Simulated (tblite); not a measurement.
Compound: C₇H₁₃FSi₂.
Numbering: `[CH2:1]=[CH:2][Si@@H:3]1[CH2:4][CH:5]=[C:6]([SiH2:7][CH3:8])[C@@H:9]1[F:10]` (hydrogens: H11, H12 on C1; H13 on C2; H14 on Si3; H15, H16 on C4; H17 on C5; H18, H19 on Si7; H20, H21, H22 on C8; H23 on C9)

The geometry is computed with GFN2-xTB (gas phase).

(1) List the bond lengths, angles and torsions at this level.

Answers

(1) 
| bond | length (Å) |
| --- | --- |
| C1=C2 | 1.324 |
| C2–Si3 | 1.878 |
| Si3–C4 | 1.911 |
| C4–C5 | 1.500 |
| C5=C6 | 1.329 |
| C6–Si7 | 1.886 |
| Si7–C8 | 1.897 |
| C6–C9 | 1.506 |
| C9–F10 | 1.395 |
| Si3–C9 | 1.930 |
| C1–H11 | 1.079 |
| C1–H12 | 1.078 |
| C2–H13 | 1.084 |
| Si3–H14 | 1.468 |
| C4–H15 | 1.092 |
| C4–H16 | 1.091 |
| C5–H17 | 1.081 |
| Si7–H18 | 1.473 |
| Si7–H19 | 1.467 |
| C8–H20, C8–H21, C8–H22 | 1.086 |
| C9–H23 | 1.097 |

Bonds in one row agree within 0.01 Å and their mean is given. A selection of angles:
| angle | degrees |
| --- | --- |
| C1–C2–Si3 | 124.7 |
| C2–Si3–C4 | 113.1 |
| C2–Si3–C9 | 111.2 |
| C4–Si3–C9 | 91.8 |
| Si3–C4–C5 | 104.4 |
| C4–C5–C6 | 120.7 |
| C5–C6–Si7 | 126.4 |
| C5–C6–C9 | 116.1 |
| Si7–C6–C9 | 117.5 |
| C6–Si7–C8 | 110.1 |
| C6–C9–F10 | 110.4 |
| Si3–C9–C6 | 105.7 |
| Si3–C9–F10 | 112.9 |

Dihedral angles: C1–C2–Si3–C4 -126° (anticlinal); C2–Si3–C4–C5 -104° (anticlinal); Si3–C4–C5–C6 -7° (synperiplanar); C4–C5–C6–Si7 179° (antiperiplanar); C5–C6–Si7–C8 3° (synperiplanar); C5–C6–C9–F10 131° (anticlinal); C2–Si3–C9–C6 106° (anticlinal).

Si3 (SiH silicon) has angles from 91.8° to 113.7°. The 5-membered ring Si3–C4–C5–C6–C9 has internal angles of 91.8° to 120.7° (sum 539°, against 540° for a flat polygon); it is slightly puckered (a soft mode that the optimisation may not have finished), 0.06 Å rms from its mean plane, widest ring torsion 10°. Si7 (SiH2 silicon) is tetrahedral (angles from 108.0° to 110.1°). Of the pairs four or more bonds apart, C8···H17 is among the closest relative to their van der Waals radii: 2.94 Å, 101 % of the sum of Bondi's values. The 5 C–Si bonds span 1.878 Å (C2–Si3, drawn single) to 1.930 Å (Si3–C9, drawn single), a spread of 0.052 Å. The 4 C–C bonds span 1.324 Å (C1=C2, drawn double) to 1.506 Å (C6–C9, drawn single), a spread of 0.182 Å.

Point group: C1 (no symmetry element, even within 0.4 Å). Its GFN2-xTB frequencies are all real (lowest 22 cm⁻¹). The numbers are those of one conformer. 3 starts were optimised and ended at 0.00, 0.49 and 0.50 kcal/mol (GFN2-xTB); the lowest of these is shown.

Hardware: Arm Neoverse N1, one thread, shared host. Cost: 3.4 s wall. These figures are those of the optimisation.
